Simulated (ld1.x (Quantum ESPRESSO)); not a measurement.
Results of a calculation; reference values are marked as such.
## Potentials for silver compared

Generated with ld1.x 7.5 (TM, RRKJ, ultrasoft, PAW), atompaw 4.2 or ONCVPSP 4.0.1. The cutoff is in Ry: for ld1.x and atompaw files where the sum of valence levels is converged to 10 mRy in a Bessel basis, for ONCV files where the hardest occupied wave has 1 mHa per electron of residual kinetic energy. The error is the largest all-electron minus pseudo excitation energy over each file’s own four to seven test configurations (ionisations up to +4, promotions, holes and added fractions of an electron), all of which were solved. The labels leave out finer settings (local radius, basis sizes, second energies), which also bear on the numbers. Spin-polarised tests are not counted. The rows are a selection from randomly drawn settings: files with unsolved tests, undetermined cutoffs or missed reference levels are left out.

A true bound ghost makes a file unfit for plane-wave use even where its test errors are small: the radial tests pick states by their node count and pass the ghost by.

| potential | cutoff (Ry) | largest error (meV) | bound ghosts |
| --- | --- | --- | --- |
| TM semilocal, PBEsol, scalar-relativistic, rc 2.60/3.50/1.85 (spd), local s, core correction yes, reference 4d10 5s1 5p0 | 60 | -932 | none |
| PAW, LDA (PZ), scalar-relativistic, rc 2.05/2.60/1.70 (spd), local smoothed, core correction yes, reference 4d8 5s0 5p0 | 40 | -295 | s |
| TM semilocal, PBEsol, scalar-relativistic, rc 1.70/3.05/1.40/2.85 (spdf), local p, core correction yes, reference 4d10 5s0 5p0 | 80 | -1007 | none |
| RRKJ, LDA (PZ), scalar-relativistic, rc 2.55/3.45/1.05 (spd), local s, core correction no, reference 4d10 5s0.75 5p0.25 | 140 | -530 | none |

(1) Fill in the row for Ag: RRKJ, PBE, fully relativistic, rc 0.85/1.75/1.70 (spd), local s, core correction no, reference 4s2 4p6 4d10 5s0 5p0.

(2) Fill in the row for Ag: TM, LDA (PZ), scalar-relativistic, rc 1.45/1.00/1.10 (spd), local s, core correction yes, reference 4s2 4p6 4d9 5s0 5p0.

## Answers

(1) cutoff 140 Ry, largest error +316 meV, bound ghosts: none.

(2) cutoff 160 Ry, largest error +2184 meV, bound ghosts: none.
